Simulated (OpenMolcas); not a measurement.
What dynamic correlation does to the levels of Mn²⁺

```json
{
  "Program": "OpenMolcas",
  "Basis": "ANO-RCC-VDZP [5s4p2d1f]",
  "Scalar Hamiltonian": "DKH2, point nucleus",
  "Active space": "5 electrons in 6 orbitals (3d 4s)",
  "State averaging": "2S+1 = 6 even, 6 roots; 2S+1 = 4 even, 59 roots kept (CI in the orbitals of an earlier block); 2S+1 = 2 even, 110 roots kept (CI in the orbitals of an earlier block)",
  "Spin-orbit coupling": "state interaction with AMFI integrals over the reference wave functions, term energies averaged over their components"
}
```

Methods on the same reference wave functions:
A. CASSCF
B. SS-CASPT2, IPEA 0.25 Eh, imaginary shift 0.1 Eh (closed shells correlated: 3s 3p)
C. MS-CASPT2, IPEA 0.25 Eh, imaginary shift 0.1 Eh (closed shells correlated: 3s 3p)

Energies in eV above 3d⁵ ⁶S_5/2, the measured ground level; measured values from Corliss and Sugar, J. Phys. Chem. Ref. Data 6, 1253 (1977).

| Level | A | B | C | Measured |
| --- | --- | --- | --- | --- |
| 3d⁵ ⁶S_5/2 | 0.0000 | 0.0000 | 0.0000 | 0.0000 |
| 3d⁵ ⁴G_5/2 | 4.2399 | 3.562 | 3.562 |  |
| 3d⁵ ⁴G_7/2 | 4.2418 | 3.565 | 3.565 | 3.3302 |
| 3d⁵ ⁴G_11/2 | 4.2424 | 3.566 | 3.566 |  |
| 3d⁵ ⁴G_9/2 | 4.2430 | 3.567 | 3.567 |  |
| 3d⁵ ⁴P_5/2 | 4.8781 | 3.804 | 3.804 | 3.6163 |
| 3d⁵ ⁴P_3/2 | 4.8837 | 3.810 | 3.809 |  |
| 3d⁵ ⁴P_1/2 | 4.8902 | 3.816 | 3.816 |  |
| 3d⁵ ⁴D_7/2 | 5.2797 | 4.224 | 4.224 | 4.0056 |
| 3d⁵ ⁴D_1/2 | 5.2861 | 4.231 | 4.231 | 4.0132 |
| 3d⁵ ⁴D_3/2 | 5.2910 | 4.236 | 4.235 |  |
| 3d⁵ ⁴D_5/2 | 5.2923 | 4.236 | 4.236 | 4.0151 |
| 3d⁵ ²I_11/2 | 6.0429 | 5.250 | 5.250 | 4.8570 |
| 3d⁵ ²I_13/2 | 6.0477 | 5.258 | 5.258 | 4.8573 |
| 3d⁴ 4s ⁶D_1/2 | 6.2577 | 7.449 | 7.449 | 7.7437 |
| 3d⁴ 4s ⁶D_3/2 | 6.2722 | 7.464 | 7.464 | 7.7575 |
| 3d⁴ 4s ⁶D_5/2 | 6.2960 | 7.488 | 7.488 | 7.7797 |
| 3d⁴ 4s ⁶D_7/2 | 6.3283 | 7.520 | 7.520 | 7.8096 |
| 3d⁴ 4s ⁶D_9/2 | 6.3682 | 7.560 | 7.560 | 7.8464 |
| 3d⁵ ²D_5/2(1) [72 %] | 6.8086 | 5.398 | 5.398 | 5.1129 |
| 3d⁵ ²D_3/2(1) | 6.8649 | 5.446 | 5.446 | 5.1540 |
| 3d⁵ ²F_7/2(1) | 6.9952 | 5.607 | 5.607 | 5.2825 |
| 3d⁵ ²F_5/2(1) [69 %] | 7.0619 | 5.667 | 5.667 | 5.3444 |
| 3d⁵ ⁴F_9/2 | 7.1116 | 5.710 | 5.710 | 5.4024 |

Deviations, from unrounded energies. A percentage is the sum of absolute deviations over the sum of measured energies, with the sign that they share, or ± where signs differ.

| Against measurement | Levels | A | B | C |
| --- | --- | --- | --- | --- |
| mean absolute deviation (cm-1) | 17 | 12000 | 2300 | 2300 |
| other terms of the ground configuration (%) | 12 | +30.8 | +6.2 | +6.2 |
| other configurations (%) | 5 | -19.0 | -3.7 | -3.7 |

B, C lie about equally close to measurement and A furthest from it. The largest miss of C in the table is 3d⁵ ²I_13/2, by +3200 cm-1. The ranking rests on the paired levels alone, and a cruder setting can come out closer through cancelling errors.

Between B and C the level of the table that moves most is 3d⁵ ⁴D_1/2, by 5.8 cm-1 (lowest in C, highest in B). Moves below CASPT2's spread within the term are not significant.

The two smallest mean deviations differ by little beside CASPT2's spread within terms, so their order carries little weight.

From A to B the spin-free energies of the other terms of 3d⁵ shown, above ⁶S, scale by factors of 0.78 to 0.87, as is usual when dynamic correlation screens the repulsion within a d or f shell.

The lowest spin-free term lies below A's lowest term by 0.331 hartree in B, 0.331 hartree in C.

Term energies are means over components that CASPT2 splits; among the terms shown or strongly mixed into the levels shown the widest spread is 290 cm-1 (3d⁵ ⁴F, C). Over all roots computed the reference weight is 0.89 to 0.95 in B, 0.89 to 0.95 in C; the roots of lowest weight are the least certain, and an intruder state may touch them. Terms from blocks run as CI alone lack orbitals of their own. A single d shell beside an s shell can misplace configurations of different d count against each other. Without dynamic correlation excited terms often stand tens of per cent too high (terms of higher spin than the ground term too low), and those without a measured partner can miss by more than the paired ones (holds for A). Blocks of more than 70 roots (2S+1 = 2 even) ran without multistate coupling (holds for C). Measured partners are found by configuration, term and J. A level has none where our copy of the source lacks it or the pairing is in doubt (some pairs that miss far off the trend of their configuration count as doubtful), and it then counts in no deviation. Only configurations of the active space appear. Levels that lie high or do not pair safely by name in every column are left out.

A share in square brackets marks a mixed level and gives the weight of the term that names it, the lowest over the columns. A number in round brackets counts repeated terms of one configuration in the order of the reference energies.
